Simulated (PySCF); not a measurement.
Polarisability and C₆ of Hg²⁺ (mercury, charge +2)

[Xe] 4f14 5d9 6s1, high-spin 3D determinant (an excited configuration). Computed with PySCF 2.14 in def2-QZVPPD with the def2 core potential (60 electrons) (7s5p4d4f2g, 88 functions), with scalar relativity through the core potential. Coupled (time-dependent) response in atomic units; α is the mean over directions.

| method | mean α (bohr³) | α xx, yy, zz | C₆ (like pair) | S(−4) |
| --- | --- | --- | --- | --- |
| TPSSh | 13.29 | 13.30, 13.30, 13.26 | 86.69 | 63.44 |
| M06-L | 13.15 | 13.18, 13.18, 13.10 | 85.74 | 61.41 |

S(−4) is the Cauchy moment in α(ω) = α(0) + S(−4) ω² + …

Spin-orbit coupling is absent.

α(iu) at TPSSh:

```csv
u (hartree),α(iu) (bohr³)
0,13.29
0.0500,13.13
0.100,12.70
0.200,11.34
0.300,9.862
0.500,7.525
0.750,5.686
1.00,4.509
1.50,3.074
2.00,2.229
3.00,1.310
5.00,0.5920
```

A single London oscillator, α(iu) = α/(1 + u²/ω²), gives C₆ = (3/4) ω α². Matching the computed C₆ needs ω = 4 × 86.69 / (3 × 13.29²) = 0.654 hartree.

For an ion, C₆ is the dispersion term alone; charge-induced terms of lower order in 1/R come first.

The components differ because the open shell of this determinant is not spherical; for a pure term their mean is the scalar polarisability.

Energies and moments cover only the electrons outside the core potential. Spin-orbit coupling, absent here, splits the open shell strongly.
